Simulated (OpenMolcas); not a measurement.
Os4+ among 6 point charges of -1.5 e arranged as a trigonal antiprism (D3d), with a polar angle of 52.6° against the regular 54.74°.

| Item | Value |
| --- | --- |
| Program | OpenMolcas |
| Method | SS-CASPT2, IPEA 0.25 Eh, imaginary shift 0.1 Eh (closed shells correlated: 5s 5p) |
| Basis | ANO-RCC-VDZP [7s6p4d2f1g] |
| Scalar Hamiltonian | DKH2, point nucleus |
| Active space | 4 electrons in 5 orbitals (5d) |
| State averaging | 2S+1 = 5 even, 5 roots; 2S+1 = 3 even, 45 roots; 2S+1 = 1 even, 50 roots |
| Spin-orbit coupling | RASSI with atomic mean-field integrals over the reference wave functions |

All point charges move together. At R = 1.83 Å the first state of the same spin is 12060 cm-1, and at R = 2.15 Å it is 5530 cm-1.

**Question.** A third run gives 8890 cm-1. What distance was it run at?

**Answer.** With a power law R^-n the two known points give n = -ln(5530 / 12060) / ln(2.15 / 1.83) = 4.84. Then R = 1.83 × (12060 / 8890)^(1/4.84) = 1.949 Å. The run was at 1.95 Å, so the estimate is off by -0.001 Å.

Roots that are degenerate in the reference are averaged as groups; the widest CASPT2 spread within a group is 180 cm-1 (the 2-fold group of multiplicity 1 near 67900 cm-1 above the lowest state of its run, R = 2.15). Shifts and gaps below about the spread of the groups concerned are not significant. This shell can be high or low spin here, a state of another spin lies low, and with metal d orbitals alone active their balance is uncertain, so the ground spin may be wrong. Point charges give a weaker field than real ligands, and real ions of this kind are as a rule low spin; the high spin found here belongs to the model. Free-ion shares, where given, are those of the reference states; single-state CASPT2 does not remix them. Spin-orbit coupling mixes the spin-free states strongly: the lowest level takes only 38 % from its leading state, 5E (figures for R = 1.83; the like holds for R = 1.95, R = 2.15). This is an electrostatic model: the charges have no orbitals. No measured value stands beside these numbers.
